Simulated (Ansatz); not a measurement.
Start from `[SiH3][SnH2][Cl]` and change one atom or group to get `[SiH3][SnH3]`.

Ansatz, PBE0-D4/def2-TZVP geometries, multiplicity 1. 

Elements past krypton have def2 core potentials.

| property | `[SiH3][SnH2][Cl]` |
| --- | --- |
| LUMO energy (PBE/def2-TZVPP) / eV | -1.86 |
| size of the dipole moment (ωB97M-V/def2-TZVPP) / D | 2.80 |
| LUMO energy (PBE0/def2-TZVPP) / eV | -1.06 |
| size of the dipole moment (B3LYP/def2-TZVPP) / D | 2.75 |
| HOMO–LUMO gap (PBE/def2-TZVPP) / eV | 5.00 |
| HOMO energy (PBE/def2-TZVPP) / eV | -6.86 |

Task: Give the same properties after the change, and the shifts. (An estimate is asked.)

Result: Ansatz gave: 
```
                                          property  `[SiH3][SnH3]`  shift
                 LUMO energy (PBE/def2-TZVPP) / eV           -0.89   0.97
size of the dipole moment (ωB97M-V/def2-TZVPP) / D            0.27  -2.53
                LUMO energy (PBE0/def2-TZVPP) / eV           -0.07   0.99
  size of the dipole moment (B3LYP/def2-TZVPP) / D            0.29  -2.46
               HOMO–LUMO gap (PBE/def2-TZVPP) / eV            6.07   1.07
                 HOMO energy (PBE/def2-TZVPP) / eV           -6.96  -0.10
```

Dipoles are sizes alone; their direction can turn.

B3LYP here is the variant with VWN-RPA as its local correlation; programs differ in this.
